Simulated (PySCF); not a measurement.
H2O4P, SMILES [O]P(=O)(O)O (connectivity only; charge and spin as stated), charge -1, multiplicity 1. Atoms are numbered in the order given.

```xyz
7

O      1.0195     0.8829    -0.8580
P      0.0000     0.0000    -0.1741
O     -1.0195    -0.8829    -0.8580
O      0.8355    -0.9928     0.8999
O     -0.8355     0.9928     0.8999
H      0.3137    -1.8010     0.9711
H     -0.3136     1.8010     0.9711
```
Charge -1, spin multiplicity 1.

Geometry: B3LYP-D3(BJ)/def2-SVPD. The spin state was assumed, not searched. The isomer is the one that the SMILES or the coordinates give; other isomers of the formula were not compared. Other conformers were not sampled.

Computed with PySCF with M06-2X/def2-SVPD.

Mulliken values depend strongly on the basis, most of all with diffuse functions as here. Atomic charges (e):

```
atom  meta-Löwdin  Mulliken
----  -----------  --------
O1            [?]     -0.92
P2            [?]      1.63
O3            [?]     -0.92
O4            [?]     -0.59
O5            [?]     -0.59
H6            [?]      0.20
H7            [?]      0.20
```

Question: Some entries are withheld; supply them. (The exact figures need the calculation; the answer reports its results.)

Answer: 
- O1, meta-Löwdin: -0.95
- P2, meta-Löwdin: 1.75
- O3, meta-Löwdin: -0.95
- O4, meta-Löwdin: -0.75
- O5, meta-Löwdin: -0.75
- H6, meta-Löwdin: 0.33
- H7, meta-Löwdin: 0.33
